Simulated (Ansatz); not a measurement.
Total energies of C$_{4}$H$_{3}$F$_{3}$, SMILES `FC1=C[C@H](F)[C@H]1F`.

Cartesian coordinates in Å:
```
F 0.571 -0.328 2.315
C 0.269 -0.032 1.073
C 0.362 1.072 0.338
C -0.073 0.331 -0.894
F -1.208 0.812 -1.505
C -0.301 -0.910 0.011
F 0.416 -2.034 -0.304
H 0.634 2.102 0.518
H 0.685 0.167 -1.663
H -1.355 -1.179 0.111
```

Charge 0, multiplicity 1. All single points use the PBE0-D4/def2-TZVP geometry. Basis def2-TZVPP, Ansatz 0.2.0.

RPA on PBE orbitals: Hartree–Fock energy of these orbitals -451.57119 Eh, correlation -2.09799 Eh (frozen core).

| functional | energy without D4 (Eh) | D4 term (kJ/mol) |
| --- | --- | --- |
| LDA (SPW92) | -450.57994 | – |
| PBE | -453.40728 | -19.1 |
| r2SCAN | -453.66820 | -4.7 |
| PBE0 | -453.41617 | -15.8 |
| r2SCAN0 | -453.60985 | -5.4 |
| BHLYP | -453.67425 | -20.8 |
| CAM-B3LYP | -453.73160 | -15.7 |
| LC-ωPBE | -453.61456 | – |
| ωB97X-V | -453.73984 | – |
| ωB97M-V | -453.75480 | – |

Problem. Give the same for revPBE, BLYP, B97M-V, B3LYP, r2SCANh, HSE06 (plane-wave form), B2PLYP, PBE-QIDH. (Best estimate.)

Solution. Computed: 
```tsv
functional	energy without D4 (Eh)	D4 term (kJ/mol)
revPBE	-453.73864	-66.8
BLYP	-453.79639	-43.2
B97M-V	-453.77951	–
B3LYP	-453.88086	-30.5
r2SCANh	-453.64414	-4.9
HSE06 (plane-wave form)	-453.39595	-14.6
B2PLYP	-453.58583	–
PBE-QIDH	-453.35095	–
```

B3LYP takes the VWN-RPA correlation (the form of Gaussian; ORCA's B3LYP/G). HSE06 is the plane-wave form, built on full-range PBE exchange. The double hybrids freeze the cores in their second-order part.

LC-ωPBE has ω = 0.4 bohr⁻¹.
